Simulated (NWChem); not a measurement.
Molecule: Si$_{2}$H$_{5}$O$_{2}$F; SMILES O[SiH2]O[SiH2]F

```xyz
10

O      1.2094     1.4993     0.3600
Si    -0.3597     1.5283    -0.1653
O     -1.0194    -0.0036    -0.0348
Si    -0.3979    -1.5070     0.1859
F      1.1526    -1.4569    -0.3269
H      1.7808     0.8347    -0.0420
H     -1.0949     2.4562     0.7257
H     -0.4746     1.9261    -1.5961
H     -1.1263    -2.4850    -0.6565
H     -0.3715    -1.8844     1.6203
```
Atoms are numbered in this order, from 1.

Computed with NWChem. Medium grid unless said otherwise, to which SCAN and Minnesota functionals are sensitive. Structure relaxed at the PBE0/def2-SVP level. Hybrids' shares of exact exchange are those that their runs print; pure functionals count as 0. The functionals differ in more than this share.

```
row                                   share of exact exchange  highest occupied level (eV)
------------------------------------  -----------------------  ---------------------------
PBE/def2-SVP                                             0.00                        -7.15
LDA (Slater exchange, VWN5)/def2-SVP                     0.00                        -7.20
B3LYP/def2-SVP                                           0.20                     withheld
M06-2X/def2-SVP                                          0.54                       -10.06
Hartree-Fock/def2-SVP                                    1.00                       -12.37
```

**Question.** Fit a straight line of the last column on the one before it, predict the withheld value, and compare with the run.

**Answer.** 
1. Means of the 4 shown rows: x = 0.385, y = -9.195. Slope Σ(x − x̄)(y − ȳ)/Σ(x − x̄)² = -3.642/0.6987 = -5.213; intercept -7.188.
2. The shown rows scatter about the line by 0.038 (root mean square); the largest residual is -0.06, at M06-2X/def2-SVP.
3. At x = 0.20 (B3LYP/def2-SVP; inside the shown range) the line gives -8.23.
4. The run gives -8.43, -0.20 from the line, 5.3 times the scatter.
